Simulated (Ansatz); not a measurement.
Abridged output of a molecular run in Ansatz:

```
Functional definition: HF
1882 factors; integrals over basis functions are off by at most 1.2e-3 eV
mean field evaluation 1: about -20769.7420 eV, gradient 4.8e1 eV
mean field evaluation 2: about -20769.9254 eV, gradient 4.9e1 eV
mean field evaluation 4: about -20774.9770 eV, gradient 4.0e0 eV
mean field evaluation 8: about -20775.0457 eV, gradient 2.2e-1 eV
mean field -20775.04588574 eV, -763.4688544691 hartree, gradient 5.8e-6 eV, S^2 0.000000; 0 other end points of the search recorded, 0 dependent functions left out
14 core orbitals not correlated: weight in the atoms' cores, before any rotation towards them, 1.000 or more for the frozen orbitals, at most 0.000 for the correlated occupied ones
reference -20775.04588574 eV, -763.4688544691 hartree; 18, 18 occupied and 288, 288 virtual orbitals, 1882 factors
second order -28.10342429 eV of doubles, -0.00000000 eV of singles
cycle   1  -28.69740758 eV  change   -5.9e-1 eV  update   1.0e-1
cycle   2  -29.31452728 eV  change   -6.2e-1 eV  update   3.0e-2
cycle   3  -29.44610431 eV  change   -1.3e-1 eV  update   1.4e-2
cycle   4  -29.43440666 eV  change    1.2e-2 eV  update   2.7e-3
cycle   5  -29.43378246 eV  change    6.2e-4 eV  update   9.7e-4
cycle   6  -29.43418325 eV  change   -4.0e-4 eV  update   2.6e-4
cycle   7  -29.43402831 eV  change    1.5e-4 eV  update   9.0e-5
cycle   8  -29.43399020 eV  change    3.8e-5 eV  update   2.4e-5
perturbative correction -0.90655977 eV, -0.0333154570 hartree
Total energy: -20805.38643571 eV, -764.5838491149 hartree
```

Its atoms:

Z-matrix (Å, degrees):
```
Al
F 1 1.832
Al 1 2.799 2 40.2
F 1 1.832 2 80.4 3 0.0
C 1 1.935 2 111.0 3 -108.9
H 1 1.577 2 108.3 3 106.3
C 3 1.935 1 117.9 2 90.0
H 3 1.577 1 114.4 2 -90.0
H 5 1.094 1 112.0 2 43.6
H 5 1.094 1 111.3 2 164.1
H 5 1.094 1 111.3 2 -76.8
H 7 1.094 3 111.3 1 -120.6
H 7 1.094 3 112.0 1 -0.2
H 7 1.094 3 111.3 1 120.2
```

**Question.** Which basis set was used?
A. def2-SVP
B. def2-TZVPPD
C. def2-TZVPP
D. def2-QZVPP

**Answer.** C. It gives 320 functions.

**Question.** Write the keys of the input that set method, charge and spin (a neutral closed shell needs none for the last two).

**Answer.** 
```yaml
correlation: {method: ccsd_t}
```
